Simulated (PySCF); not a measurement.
ZrCl₂: map over both bonds

All numbers come from Ur2SCAN/[Zr def2-TZVP with ECP28, Cl def2-TZVP], scalar-relativistic core potentials, density fitting, no spin–orbit coupling, PySCF.

Rigid scan from the triplet minimum (Zr–Cl 2.352 Å (×2); Cl–Zr–Cl 141.9°). Coordinate: rows scale the first bond (Zr–Cl), columns the second (Zr–Cl). Energies in kJ/mol from the minimum.

Question: Give the energy map for rows 0.94, 0.97, 1.00, 1.04, 1.09, 1.15 and columns 0.94, 0.97, 1.00, 1.04, 1.09, 1.15.

Answer: 
```
scale \ scale  0.94  0.97  1.00  1.04  1.09   1.15
         0.94  35.8  21.5  16.3  19.8  35.4   63.8
         0.97  21.5   8.1   3.7   8.1  24.7   54.2
         1.00  16.3   3.7   0.0   5.3  22.9   53.3
         1.04  19.8   8.1   5.3  11.6  30.3   61.9
         1.09  35.4  24.7  22.9  30.3  50.3   83.2
         1.15  63.8  54.2  53.3  61.9  83.2  117.3
```

Question: And the size of the dipole moment (D) on the same grid?

Answer: 
```csv
scale \ scale,0.94,0.97,1.00,1.04,1.09,1.15
0.94,1.26,1.44,1.72,2.16,2.78,3.57
0.97,1.44,1.51,1.69,2.05,2.61,3.34
1.00,1.72,1.69,1.78,2.03,2.49,3.16
1.04,2.16,2.05,2.03,2.13,2.45,3.01
1.09,2.78,2.61,2.49,2.45,2.58,2.96
1.15,3.57,3.34,3.16,3.01,2.96,3.11
```

Other spin states or occupations of the open shell can lie lower.
